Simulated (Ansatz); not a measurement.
The pair A = CH2O (SMILES C=O) (first 4 atoms), B = H2Se (SMILES [SeH2]); geometry from B3LYP-D3(BJ)/def2-TZVP.
(charge 0, multiplicity 1):
```xyz
7

C      0.35370     0.06698    -0.32922
O      1.08377    -0.66807     0.27787
H      0.20414    -0.03382    -1.42102
H     -0.20388     0.87851     0.17370
Se     0.85551     0.68956     3.20346
H      0.41522    -0.71003     3.18420
H      0.20916     0.92501     4.50532
```

Cores are frozen in the correlated methods. Filled d and f shells under p-block atoms count as core. MP2 and its Hartree–Fock in aug-cc-pVQZ are density fitted.

The values were computed with Ansatz (a quantum-chemistry and plane-wave program). 

The counterpoise-corrected interaction energy is E(AB) − E(A in the pair's basis) − E(B in the pair's basis). Total energies (hartree):

```csv
level,AB,A in the pair's basis,B in the pair's basis
HF/aug-cc-pVTZ,-2514.9640176,-113.9141930,-2401.0490408
MP2/aug-cc-pVTZ,-2515.5418946,-114.3163491,-2401.2218051
HF/aug-cc-pVQZ,-2514.9745946,-113.9215367,-2401.0523005
MP2/aug-cc-pVQZ,-2515.5898781,-114.3484214,-2401.2375609
CCSD(T)/aug-cc-pVTZ,-2515.5981405,-114.3429352,-2401.2516419
```

Q: Work out the counterpoise-corrected interaction energy at the basis-set limit: extrapolate the MP2 correlation part as X⁻³, take Hartree–Fock from the larger set, and add the CCSD(T) − MP2 difference of aug-cc-pVTZ.

A: 
1. Differences (1 hartree = 627.509 kcal/mol): HF/aug-cc-pVTZ -0.492; MP2/aug-cc-pVTZ -2.347; HF/aug-cc-pVQZ -0.475; MP2/aug-cc-pVQZ -2.445; CCSD(T)/aug-cc-pVTZ -2.236.
2. Correlation parts, MP2 less HF: -1.855 in aug-cc-pVTZ (X = 3), -1.969 in aug-cc-pVQZ (X = 4).
3. Limit (4³·(-1.969) − 3³·(-1.855))/(4³ − 3³) = -2.053; with HF/aug-cc-pVQZ it gives -2.528.
4. CCSD(T) less MP2 in aug-cc-pVTZ: 0.111.
Result: -2.42 kcal/mol, against -2.35 at MP2/aug-cc-pVTZ. It is an estimate of this method's limit, not of the exact value.
